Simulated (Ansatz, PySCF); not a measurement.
Dimer: HF (SMILES F) (first 2 atoms) with C2H4 (SMILES C=C); geometry from B3LYP-D3(BJ)/def2-TZVP, rigid monomers moved along the line of their centres of mass till H2···C3 is 3.09 Å.
(charge 0, multiplicity 1):
```xyz
8

F     -0.234     0.856     0.585
H     -0.168     0.555     1.469
C     -0.482    -0.039     4.483
C      0.560    -0.793     4.150
H     -0.359     0.981     4.828
H     -1.496    -0.416     4.432
H      0.438    -1.816     3.814
H      1.575    -0.419     4.210
```

Monomers are frozen at their geometry in the pair; levels with a basis set take the counterpoise correction. Rows marked so take none.

Correlated levels freeze the cores. CBS(a, b) extrapolates the correlation energy as X⁻³ and adds the Hartree–Fock energy of set b. Rows in 6-31G* carry no dispersion term and start afresh at each structure (6-31G* with six Cartesian d functions).

Codes used: Ansatz (Gaussian basis) for Hartree–Fock, density functionals and correlated methods; PySCF for 6-31G* rows. 

Task: What interaction energy does HF/6-31G* (no counterpoise) give?

Result: -12 kJ/mol

Ansatz is a program for electronic structure.
